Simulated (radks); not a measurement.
The numbers below are computed, except where a source is named.
The lithium ion Li+, [He]. Level of theory: non-relativistic Kohn-Sham, exchange-only LDA, spin-polarised, spherical densities, point nucleus (a radial shooting solver on a logarithmic mesh with Libxc functionals). Every spin shell is full or empty, so the densities are truly spherical. Functionals are evaluated on that one density, not self-consistently. Rank these exchange functionals by their error against the exact value of the orbitals, and give that value: LDA, B88, revPBE, RPBE, PW86, WC, B86b, EV93, APBE, TPSS, revTPSS, r2SCAN, MS2, Tao-Mo, MVS.

Answer. Exact: -1.61473 hartree. From best to worst, with 100 (|E| - |E exact|)/|E exact| (equal figures are ties): revPBE +0.12, B88 -0.19, APBE +0.25, revTPSS +0.31, TPSS +0.36, RPBE +0.36, r2SCAN +0.38, B86b -0.39, MVS +0.42, PW86 +0.51, MS2 +0.51, Tao-Mo +0.51, WC -3.41, EV93 +4.65, LDA -13.89.
